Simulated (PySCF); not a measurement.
GeOF2, SMILES [O]=[Ge]([F])[F]. Atoms are numbered in the order given.

```xyz
4

Ge     0.0000     0.0000     0.1148
O      0.0000     0.0000     1.7553
F      0.0000     1.3420    -0.9842
F      0.0000    -1.3420    -0.9842
```

Coordinates come from a PBE-D3(BJ)/def2-SVP optimisation.

Computed with PySCF with PBE-D3(BJ)/def2-SVP.

Frequencies are harmonic and unscaled.

```json
[
 {"mode": "1", "ν (cm⁻¹)": "203", "IR (km/mol)": "30.6", "moving atoms (share of kinetic energy)": "Ge 41 %, O 30 %, F 28 %"},
 {"mode": "2", "ν (cm⁻¹)": "217", "IR (km/mol)": "32.3", "moving atoms (share of kinetic energy)": "O 55 %, F 27 %, Ge 18 %"},
 {"mode": "3", "ν (cm⁻¹)": "244", "IR (km/mol)": "14.1", "moving atoms (share of kinetic energy)": "F 85 %, Ge 12 %"},
 {"mode": "4", "ν (cm⁻¹)": "689", "IR (km/mol)": "26.6", "moving atoms (share of kinetic energy)": "F 83 %, O 10 %"},
 {"mode": "5", "ν (cm⁻¹)": "722", "IR (km/mol)": "78.0", "moving atoms (share of kinetic energy)": "F 76 %, Ge 24 %"},
 {"mode": "6", "ν (cm⁻¹)": "975", "IR (km/mol)": "40.1", "moving atoms (share of kinetic energy)": "O 74 %, Ge 23 %"}
]
```
